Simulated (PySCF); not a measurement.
C2V, SMILES [C]1[C][V]1 (connectivity only; charge and spin as stated), neutral, multiplicity 4.

Coordinates come from a B3LYP-D3(BJ)/def2-TZVP optimisation. The multiplicity is an assumed one; other spin states were not compared.

Calculation: B3LYP-D3(BJ)/def2-TZVP run with PySCF 2.14.0.

Frequencies are harmonic and unscaled.

Computed harmonic wavenumbers and intensities:
```tsv
mode	ν (cm⁻¹)	IR (km/mol)	moving atoms (share of kinetic energy)
1	373	0.7	C 95 %
2	575	84.9	C 68 %, V 32 %
3	1693	5.5	C 100 %
```
